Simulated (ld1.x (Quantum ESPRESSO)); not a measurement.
**An all-electron radial function and its pseudo partner (lithium)**

Columns: radius, all-electron u(r) and pseudo u(r) of the 2p shell (level -1.54 eV) of lithium in the configuration [He] 2s0 2p1; PBEsol, scalar-relativistic, TM scheme, ld1.x (Quantum ESPRESSO) 7.5.

| r (bohr) | all-electron | pseudo |
| --- | --- | --- |
| 0.210 | 0.0160 | 0.0064 |
| 0.420 | 0.0497 | 0.0251 |
| 0.630 | 0.0895 | 0.0547 |
| 0.840 | 0.1305 | 0.0928 |
| 1.050 | 0.1703 | 0.1365 |
| 1.260 | 0.2076 | 0.1827 |
| 1.470 | 0.2420 | 0.2282 |
| 1.680 | 0.2732 | 0.2703 |
| 1.890 | 0.3012 | 0.3074 |
| 2.100 | 0.3271 | 0.3383 |
| 2.310 | 0.3508 | 0.3632 |
| 2.520 | 0.3715 | 0.3826 |
| 2.730 | 0.3890 | 0.3975 |
| 2.940 | 0.4034 | 0.4090 |
| 3.150 | 0.4148 | 0.4178 |
| 3.360 | 0.4233 | 0.4246 |
| 3.570 | 0.4291 | 0.4295 |
| 3.780 | 0.4324 | 0.4325 |
| 3.990 | 0.4334 | 0.4334 |
| 4.200 | 0.4322 | 0.4322 |
| 4.410 | 0.4290 | 0.4290 |
| 4.620 | 0.4242 | 0.4242 |
| 4.830 | 0.4177 | 0.4177 |
| 5.040 | 0.4099 | 0.4099 |
| 5.250 | 0.4008 | 0.4008 |
| 5.460 | 0.3907 | 0.3907 |

(1) How many radial nodes do the two functions have?

(2) At about which radius was the pseudo-wave matched?

(3) Is the pseudo-wave norm-conserving?

## Answers

(1) The all-electron 2p function has n − l − 1 = 0; the pseudo-wave has 0.

(2) 4.20 bohr. The columns agree to 0.0005 from 3.57 bohr on; several derivatives are matched, so the curves merge somewhat inside the radius.

(3) Yes: the TM scheme keeps the norm inside the radius equal to the all-electron one, which fixes the energy derivative of the logarithmic derivative at the level.
